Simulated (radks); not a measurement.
All-electron atom: Fe6+ in [Ar] 4s2 (not the ground configuration). Calculated with a radial shooting solver on a logarithmic mesh with Libxc functionals: scalar-relativistic Kohn-Sham, PBE, spin-polarised, spherical densities, point nucleus.

Normalised radial functions P(r) = r R(r), r in bohr:

r,2p,3s,3p
0.00282,0.0046,0.0905,0.0019
0.003205,0.0059,0.1015,0.0025
0.003642,0.0075,0.1138,0.0031
0.00414,0.0095,0.1273,0.0040
0.004668,0.0119,0.1412,0.0050
0.005305,0.0152,0.1573,0.0064
0.006029,0.0193,0.1749,0.0081
0.006853,0.0244,0.1939,0.0103
0.007726,0.0305,0.2129,0.0128
0.008781,0.0387,0.2344,0.0162
0.009981,0.0489,0.2570,0.0205
0.01134,0.0618,0.2803,0.0259
0.01279,0.0768,0.3026,0.0322
0.01454,0.0965,0.3261,0.0404
0.01652,0.1211,0.3487,0.0507
0.01878,0.1514,0.3693,0.0634
0.02117,0.1861,0.3859,0.0779
0.02406,0.2310,0.3992,0.0966
0.02735,0.2853,0.4064,0.1192
0.03108,0.3506,0.4054,0.1463
0.03533,0.4283,0.3940,0.1784
0.03983,0.5136,0.3720,0.2135
0.04527,0.6187,0.3343,0.2564
0.05145,0.7390,0.2799,0.3051
0.05848,0.8742,0.2073,0.3592
0.06593,1.0133,0.1225,0.4137
0.07494,1.1724,0.0147,0.4745
0.08517,1.3381,-0.1084,0.5351
0.0968,1.5044,-0.2418,0.5919
0.1091,1.6534,-0.3697,0.6371
0.124,1.7955,-0.4995,0.6708
0.141,1.9093,-0.6100,0.6825
0.1602,1.9830,-0.6869,0.6643
0.1807,2.0062,-0.7151,0.6137
0.2053,1.9744,-0.6858,0.5178
0.2334,1.8809,-0.5857,0.3755
0.2652,1.7278,-0.4118,0.1874
0.2991,1.5380,-0.1869,-0.0254
0.3399,1.3002,0.1042,-0.2797
0.3863,1.0453,0.4230,-0.5446
0.4391,0.7948,0.7363,-0.7977
0.499,0.5682,1.0083,-1.0147
0.5626,0.3895,1.1950,-1.1633
0.6395,0.2413,1.2972,-1.2455
0.7268,0.1369,1.2900,-1.2403
0.826,0.0704,1.1821,-1.1517
0.9314,0.0341,1.0124,-1.0081
1.059,0.0139,0.7927,-0.8156
1.203,0.0049,0.5699,-0.6117
1.367,0.0015,0.3741,-0.4231
1.542,0.0004,0.2307,-0.2766
1.752,0.0001,0.1240,-0.1599
1.991,0.0000,0.0590,-0.0827
2.263,0.0000,0.0244,-0.0377
2.552,0.0000,0.0093,-0.0159
2.9,0.0000,0.0028,-0.0054
3.297,0.0000,0.0007,-0.0016
3.747,0.0000,0.0001,-0.0004
4.224,0.0000,0.0000,-0.0001
4.801,0.0000,0.0000,0.0000
5.457,0.0000,0.0000,0.0000

2p: eigenvalue -847.37 eV, 0 radial nodes, <r> = 0.235 bohr, 90 % of the charge inside 0.385 bohr. 3s: eigenvalue -222.50 eV, 2 radial nodes at r = 0.0761, 0.325 bohr, <r> = 0.752 bohr, 90 % of the charge inside 1.11 bohr. 3p: eigenvalue -186.89 eV, 1 radial node at r = 0.295 bohr, <r> = 0.767 bohr, 90 % of the charge inside 1.15 bohr.
